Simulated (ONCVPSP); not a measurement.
## u(r) = r·R(r): atom against pseudo-atom (antimony)

Columns: radius, all-electron u(r) and pseudo u(r) of the 4d shell (level -33.56 eV) of antimony in the configuration [Ar] 3d10 4s2 4p6 4d10 5s2 5p3; LDA (Perdew-Wang 92), scalar-relativistic, ONCV scheme, ONCVPSP 4.0.1.

```tsv
r (bohr)	all-electron	pseudo
0.062	-0.1413	0.0022
0.125	-0.4364	0.0181
0.188	-0.5717	0.0595
0.250	-0.4963	0.1325
0.312	-0.2819	0.2370
0.375	-0.0033	0.3682
0.438	0.2780	0.5141
0.500	0.5236	0.6609
0.562	0.7233	0.7992
0.625	0.8750	0.9181
0.688	0.9785	1.0050
0.750	1.0394	1.0555
0.812	1.0672	1.0755
0.875	1.0686	1.0716
0.938	1.0500	1.0505
1.000	1.0173	1.0172
1.062	0.9750	0.9748
1.125	0.9254	0.9252
1.188	0.8721	0.8719
1.250	0.8178	0.8177
1.312	0.7634	0.7633
1.375	0.7090	0.7088
1.438	0.6562	0.6561
1.500	0.6065	0.6064
1.562	0.5593	0.5592
1.625	0.5140	0.5139
```

Question: How many radial nodes do the two functions have?

Answer: The all-electron 4d function has n − l − 1 = 1; the pseudo-wave has 0, since the states of the same l below it are removed with the core.

Question: At about which radius was the pseudo-wave matched?

Answer: 1.10 bohr. The columns agree to 0.0005 from 0.94 bohr on; several derivatives are matched, so the curves merge somewhat inside the radius.

Question: Is the pseudo-wave norm-conserving?

Answer: Yes: the ONCV scheme keeps the norm inside the radius equal to the all-electron one, which fixes the energy derivative of the logarithmic derivative at the level.
